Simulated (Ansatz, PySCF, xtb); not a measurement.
C2H2 (SMILES C#C) and H2S (SMILES S) are pulled apart as rigid monomers along the line of their centres of mass, from the B3LYP-D3(BJ)/def2-TZVP minimum. Starting geometry (charge 0, multiplicity 1):
| atom | x (Å) | y (Å) | z (Å) |
|---|---|---|---|
| C | -0.5123 | 0.7521 | 0.1693 |
| C | -0.5379 | -0.4381 | 0.0418 |
| H | -0.4887 | 1.8089 | 0.2820 |
| H | -0.5590 | -1.4951 | -0.0700 |
| S | 0.9836 | -0.3501 | 3.6988 |
| H | -0.2701 | -0.3655 | 4.1787 |
| H | 0.5615 | -0.1526 | 2.4378 |

Interaction energies with rigid monomers; basis-set methods are counterpoise corrected unless marked otherwise.

Cores are frozen in the correlated methods. Rows in 6-31G* carry no dispersion term and start afresh at each structure (6-31G* with six Cartesian d functions).

Codes used: Ansatz (a quantum-chemistry and plane-wave program) with Gaussian orbitals; PySCF for 6-31G* rows; xtb for the GFN methods. Values without a source in brackets are computed.

| C2···H7 (Å) | GFN-FF (kcal/mol) | GFN2-xTB (kcal/mol) | B3LYP/def2-TZVPPD (kcal/mol) | M06-2X/6-31G* (no counterpoise) (kcal/mol) | SCS-MP2/aug-cc-pV(T+d)Z (kcal/mol) |
|---|---|---|---|---|---|
| 2.39 | -1.37 | (withheld) | 0.26 | -1.74 | -0.57 |
| 2.65 | -1.50 | -1.70 | -0.55 | -2.13 | -1.29 |
| 3.04 | -1.08 | -1.25 | -0.67 | -1.68 | -1.24 |
| 3.69 | (withheld) | -0.67 | -0.38 | -0.87 | -0.71 |
| 4.74 | -0.12 | -0.26 | -0.15 | -0.25 | -0.26 |

Some entries are withheld; supply them.


- 3.69, GFN-FF (kcal/mol): -0.46
- 2.39, GFN2-xTB (kcal/mol): -1.73
